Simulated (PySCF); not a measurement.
## Ionisation energy of B²⁺ by level of theory

B²⁺ [He] 2s1 (2S) → B³⁺ 1s2 (1S), as a difference of total energies. All numbers are calculated (PySCF 2.14, the non-relativistic Hamiltonian (point nucleus), in def2-SVP (3s2p1d, 14 functions)). The calculations carry no spin-orbit coupling.

```
method  ionisation energy (eV)
   UHF                  37.309
  MN15                  37.245
  BP86                  37.659
```

For comparison: 37.931 eV (measured; NIST Atomic Spectra Database, ionization energies).
